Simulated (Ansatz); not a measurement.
Cost and result for the atomization energy of Al$_{2}$Br$_{2}$H$_{4}$ (`[AlH2-]1[Br+][AlH2-][Br+]1`) (8 atoms, 8 bonds).

Charge 0, multiplicity 1. Correlated methods include outer-core shells of Br, which these sets cover unevenly. Scalar relativity is left out up to krypton. The geometry is a stationary point of PBE0-D4/def2-TZVP. Program: Ansatz. All runs use 4 threads of an Arm Neoverse V2 on a shared host. Times are those of one run each, without the atoms' runs, and a repeat can differ threefold. Electronic energies, without spin–orbit coupling; frozen cores. CCSD(T)/CBS adds CCSD(T) − MP2 in def2-TZVPP to the MP2 limit, and its time is that of the two runs behind it. T1 = 0.007. With those shells the extrapolation isn't a true limit. HSE06 is the plane-wave form, built on full-range PBE exchange.

CCSD(T)/CBS is a level of theory with its own doubt, some kJ/mol a heavy atom from the limit and from the frozen cores, so smaller differences don't rank the functionals.

```json
{"level": "revPBE-D4/def2-TZVPP", "functions": "236", "wall time": "2 s"}
{"level": "PBE-D4/def2-TZVPP (with forces)", "functions": "236", "wall time": "2.4 s"}
{"level": "PBE0-D4/def2-TZVPP", "functions": "236", "wall time": "3.3 s"}
{"level": "HSE06-D4/def2-TZVPP", "functions": "236", "wall time": "3.8 s"}
{"level": "r2SCAN-D4/def2-TZVPP (with forces)", "functions": "236", "wall time": "4.7 s"}
{"level": "B2PLYP/def2-TZVPP", "functions": "236", "wall time": "5.5 s"}
{"level": "PBE-QIDH/def2-TZVPP", "functions": "236", "wall time": "5.5 s"}
{"level": "CCSD(T)/def2-SVP", "functions": "120", "wall time": "6.5 s"}
{"level": "B97M-V/def2-TZVPP", "functions": "236", "wall time": "9 s"}
{"level": "ωB97M-V/def2-TZVPP (with forces)", "functions": "236", "wall time": "14 s"}
{"level": "MP2/def2-QZVPP", "functions": "438", "wall time": "23 s"}
{"level": "CCSD(T)/def2-TZVPP", "functions": "236", "wall time": "2.5 min"}
{"level": "CCSD(T)/CBS(def2)", "functions": "–", "wall time": "2.9 min"}
```

(1) What atomization energy does each give, and how far from CCSD(T)/CBS? (An estimate is asked.)

## Answers

(1) Ansatz gave: 
| level | atomization (kJ/mol) | difference from CCSD(T)/CBS | per bond |
| --- | --- | --- | --- |
| revPBE-D4/def2-TZVPP | 2007.3 | -105.7 | -13.2 |
| PBE-D4/def2-TZVPP (with forces) | 2041.4 | -71.6 | -9.0 |
| PBE0-D4/def2-TZVPP | 2049.5 | -63.5 | -7.9 |
| HSE06-D4/def2-TZVPP | 2049.9 | -63.1 | -7.9 |
| r2SCAN-D4/def2-TZVPP (with forces) | 2100.7 | -12.3 | -1.5 |
| B2PLYP/def2-TZVPP | 2032.3 | -80.7 | -10.1 |
| PBE-QIDH/def2-TZVPP | 2067.5 | -45.5 | -5.7 |
| CCSD(T)/def2-SVP | 1966.7 | -146.3 | -18.3 |
| B97M-V/def2-TZVPP | 2119.1 | 6.1 | 0.8 |
| ωB97M-V/def2-TZVPP (with forces) | 2079.4 | -33.6 | -4.2 |
| MP2/def2-QZVPP | 2100.4 | -12.6 | -1.6 |
| CCSD(T)/def2-TZVPP | 2044.2 | -68.8 | -8.6 |
| CCSD(T)/CBS(def2) | 2113.0 | 0.0 | 0.0 |

Leaving LDA and LC-ωPBE aside and taking each functional with its dispersion term where it has one, the values spread over 111.8 kJ/mol, from revPBE-D4 to B97M-V. LDA lies +255.9 kJ/mol from PBE without D4, its usual overbinding. From r2SCAN to r2SCAN0 (25 % exact exchange), in def2-TZVPP and without D4, the atomization energy moves by −16.2 kJ/mol: exact exchange takes away binding that semilocal exchange gives to molecules. In def2-TZVPP, CCSD(T) changes the Hartree–Fock value by +426.0 kJ/mol (the triples alone add +24.4 kJ/mol) and MP2 by +442.2 kJ/mol; breaking electron pairs costs correlation energy, which Hartree–Fock lacks.
